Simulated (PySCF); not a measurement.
# Correlation energy of As (arsenic, neutral)

[Ar] 3d10 4s2 4p3, high-spin 4S determinant. Calculation: PySCF 2.14, in 6-31G* (5s4p3d, 32 functions); no relativity, point nucleus. Frozen: [Ar] 3d10; 5 electrons correlated.

MP2 pair energies summed by pair of shells (mhartree):

| pair | energy | share (%) |
| --- | --- | --- |
| 4s-4p | -34.58 | 64.7 |
| 4p-4p | -11.86 | 22.2 |
| 4s-4s | -7.01 | 13.1 |

Total MP2 correlation energy: -53.45 mhartree.

Same-spin part -14.07 and opposite-spin part -39.38 mhartree; SCS-MP2 scales them by 1/3 and 6/5 to -51.95 mhartree.

| level | correlation energy (mhartree) |
| --- | --- |
| CCSD | -68.01 |
| (T) | -0.81 |
| CCSD(T) | -68.82 |

Diagnostics: T1 = 0.0024, D1 = 0.0062, largest double amplitude 0.056.

Question: Is a single reference adequate?

Answer: Yes, within this model without spin-orbit coupling: T1 lies below 0.03 and no double amplitude reaches 0.07.
